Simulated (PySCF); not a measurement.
**Mayer bond orders and bond lengths**

Species: C8H9OPS.
Atom-mapped SMILES: `[CH2:1]=[CH:2][P:3](=[O:4])([CH:5]=[CH2:6])[c:7]1[cH:8][cH:9][s:10][cH:11]1` (hydrogens: H12, H13 on C1; H14 on C2; H15 on C5; H16, H17 on C6; H18 on C8; H19 on C9; H20 on C11)

Cartesian coordinates in Å at the GFN2-xTB level; atoms count from 1:
```
atom  x, y, z in Å
C1    -2.8598   -1.0178    0.2233
C2    -1.7641   -0.4119    0.6443
P3    -0.5421    0.1287   -0.5873
O4    -0.8882   -0.1857   -1.9750
C5    -0.3149    1.8973   -0.2387
C6    -0.5048    2.7644   -1.2169
C7     0.9999   -0.6359   -0.0263
C8     1.6155   -0.5030    1.2447
C9     2.7590   -1.2228    1.3380
S10    3.1107   -2.0766   -0.1157
C11    1.6983   -1.4556   -0.8589
H12   -3.6313   -1.3717    0.8887
H13   -3.0079   -1.1744   -0.8339
H14   -1.5588   -0.2279    1.6886
H15   -0.0284    2.1928    0.7597
H16   -0.3899    3.8296   -1.0921
H17   -0.7880    2.4092   -2.1955
H18    1.2205    0.0993    2.0433
H19    3.4251   -1.3096    2.1735
H20    1.4444   -1.7178   -1.8667
```

Bond orders from the PBE0/pcSseg-1 density (PySCF). One conformer (not necessarily the lowest) at the GFN2-xTB geometry, without solvent, vibrations or thermal averaging.

**Question.** Where do the orders between heavy atoms depart from those drawn in the SMILES?

**Answer.** The largest departure is 0.323, at C9–S10 (drawn aromatic, 1.177), counting aromatic bonds as 1.5. Drawn single, order below 0.88: P3–C7 (0.816). The bonds drawn aromatic range from 1.18 to 1.61.

**Question.** Give the Mayer order of every bond, beside its length.

**Answer.** 
```csv
bond,drawn as,length (Å),Mayer order
C1–C2,double,1.321,1.975
C2–P3,single,1.817,0.916
P3–O4,double,1.464,1.849
P3–C5,single,1.817,0.914
C5–C6,double,1.321,1.976
P3–C7,single,1.810,0.816
C7–C8,aromatic,1.418,1.204
C8–C9,aromatic,1.354,1.606
C9–S10,aromatic,1.722,1.177
S10–C11,aromatic,1.713,1.196
C11–C7,aromatic,1.361,1.595
C1–H12,single,1.079,0.950
C1–H13,single,1.079,0.940
C2–H14,single,1.080,0.922
C5–H15,single,1.080,0.921
C6–H16,single,1.079,0.950
C6–H17,single,1.079,0.940
C8–H18,single,1.075,0.976
C9–H19,single,1.072,0.955
C11–H20,single,1.072,0.958
```

Bonds between the same two heavy elements. C–C: lowest C7–C8 (1.204, 1.418 Å), highest C5–C6 and C1–C2 (1.976, 1.321 Å). C–P: lowest P3–C7 (0.816, 1.810 Å), highest C2–P3 and P3–C5 (0.916, 1.817 Å); in 2 of the 3 pairs the longer bond (by over 0.003 Å) has the higher order (by 0.02 or more). C–S: all 2 within 0.02 of one another (1.177 to 1.196). Bonds named together lie within 0.004.

**Question.** Sum the orders of all bonds at each heavy atom with more than one neighbour and set the sums beside the valence in the SMILES.

**Answer.** C1 3.865 (drawn 4), C2 3.813 (drawn 4), P3 4.495 (drawn 5), C5 3.811 (drawn 4), C6 3.866 (drawn 4), C7 3.615 (drawn 4), C8 3.786 (drawn 4), C9 3.738 (drawn 4), S10 2.373 (drawn 2), C11 3.749 (drawn 4). Orders between atoms that aren't bonded are not in these sums.

For a closed shell the Mayer order of atoms A and B is Σ (PS)μν (PS)νμ over the basis functions μ on A and ν on B, with P the density and S the overlap matrix.
